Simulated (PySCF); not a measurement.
Ta(O)(F)(NH2)2 (FH4N2OTa), SMILES [NH2][Ta]([NH2])(=[O])[F], multiplicity 1.

The structure is a stationary point at PBE0-D3(BJ)/def2-SVP. The spin state was assumed, not searched. The structure was generated by enumeration; whether it is a known compound was not checked. The def2 effective core potentials stand for the cores of Ta; spin–orbit coupling is left out. One conformer was computed; it need not be the lowest.

These are TDDFT-PBE/def2-SVPD (PySCF 2.14.0) values and carry that method's errors.

Vertical excitations. Gas-phase values at a fixed geometry. State labels are in the subgroup Cs.

| state | symmetry | energy (eV) | λ (nm) | f | main pairs |
|---|---|---|---|---|---|
| S1 | A' | 5.19 | 239 | 0.015 | HOMO→LUMO 93 % |
| S2 | A" | 5.44 | 228 | 0.035 | HOMO→LUMO+1 67 %, HOMO−1→LUMO 18 %, HOMO→LUMO+2 14 % |
| S3 | A" | 5.61 | 221 | 0.000 | HOMO→LUMO+2 75 %, HOMO−1→LUMO 22 % |
| S4 | A" | 5.96 | 208 | 0.040 | HOMO−1→LUMO 51 %, HOMO→LUMO+1 19 %, HOMO→LUMO+3 14 %, HOMO→LUMO+2 9 % |
| S5 | A' | 6.14 | 202 | 0.009 | HOMO−1→LUMO+1 58 %, HOMO−1→LUMO+2 33 % |
| S6 | A" | 6.31 | 197 | 0.015 | HOMO→LUMO+3 49 %, HOMO−2→LUMO 44 % |
| S7 | A' | 6.37 | 195 | 0.029 | HOMO−1→LUMO+2 60 %, HOMO−1→LUMO+1 17 %, HOMO→LUMO+4 10 % |
| S8 | A" | 6.39 | 194 | 0.047 | HOMO−2→LUMO 47 %, HOMO→LUMO+3 32 % |
| S9 | A' | 6.50 | 191 | 0.004 | HOMO→LUMO+4 73 %, HOMO−2→LUMO+1 14 % |
| S10 | A' | 6.62 | 187 | 0.006 | HOMO−2→LUMO+1 62 %, HOMO−3→LUMO 16 % |
| T1 | A' | 4.81 | 258 | 0 | HOMO→LUMO 96 % |
| T2 | A" | 4.97 | 250 | 0 | HOMO→LUMO+1 91 % |
| T3 | A" | 5.37 | 231 | 0 | HOMO→LUMO+2 90 % |
| T4 | A" | 5.53 | 224 | 0 | HOMO−1→LUMO 89 % |
Triplets are in the Tamm–Dancoff approximation, which puts them higher than full response would, so one can lie above its singlet here.
